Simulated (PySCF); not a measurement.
**Does the structure fit the spectrum?**

A compound C6H7FOSi gives the data below (simulated from a calculation) and was assigned the structure `Fc1cccc(O[SiH3])c1`.

¹³C{¹H} NMR (computed): δ 140.9 (C), 117.6 (CH2), 86.7 (C), 77.9 (CH), 57.6 (CH), 17.2 (CH).

¹H NMR (300 MHz, computed): δ 6.34 (m, 1H), 6.23 (m, 1H), 5.28 (m, 1H), 4.87 (m, 1H), 4.41 (m, 1H), 2.24 (m, 1H), 1.36 (d, 1H).

[PySCF 2.14: NMR shieldings at PBE0/pcSseg-1/GIAO; coordinates at the GFN2-xTB level; isolated molecule; a single conformation; non-relativistic]

Chemical shifts δ = σref − σ; TMS for ¹H (σ = 31.72 ppm), ¹³C (σ = 186.93 ppm), all at this level.

Q: Compare with the shifts computed for the proposed structure, pairing carbons in order of shift.

A: Atoms are numbered as in `[F:1][c:2]1[cH:3][cH:4][cH:5][c:6]([O:7][SiH3:8])[cH:9]1`. Each H is labelled by its parent atom.

| atom | computed for proposal | given list | difference |
| --- | --- | --- | --- |
| C2 | 173.5 | 140.9 | +32.6 |
| C6 | 163.5 | 117.6 | +45.9 |
| C4 | 136.4 | 86.7 | +49.7 |
| C5 | 121.1 | 77.9 | +43.2 |
| C3 | 113.6 | 57.6 | +56.0 |
| C9 | 106.7 | 17.2 | +89.5 |

The rms difference is 55.8 ppm and the largest +89.5 ppm at C9 (aromatic CH). The carbon types in order of shift don't match either: C, C, CH, CH, CH, CH for the proposal against C, CH2, C, CH, CH, CH in the data. The proposal doesn't fit.

Q: Which isomer fits?

A: `InChI=1S/C6H7FOSi/c1-3-5-4(2)6(5)8-9-7/h1,5-6H,2,9H2/t5-,6+/m1/s1`.

Carbon types of the structure: 2 × C, 3 × CH, 1 × CH2, leaving 2 H on heteroatoms. δC 140.9: fully substituted alkene carbon; an sp2 carbon of a C=C bond. δC 117.6: terminal =CH2 carbon; as expected for a trigonal carbon in a double bond. δC 86.7: alkyne carbon; the triple bond shields along its axis, which puts it between sp3 and sp2 carbons. δC 77.9: terminal alkyne carbon; sp carbons lie upfield of alkene carbons because the cylindrical π system leaves one tensor component strongly shielded.

The data come from this structure; uniqueness wasn't tested.

Splittings by ¹⁹F in the carbon and heteronuclear signals aren't shown, as no couplings were computed. Shifts are as computed. Against solution values, carbons near 30 ppm lie about +3 ppm off and those near 130 ppm about +5 ppm. Of 1211 compounds with measured shifts, 218 miss one by over three times the rms of a fit or turn the order of signals round; such compounds aren't used in these exercises. Multiplicities follow the n + 1 count of equivalent neighbours, as no J values were calculated; m marks all less simple cases, F and P coupling included.
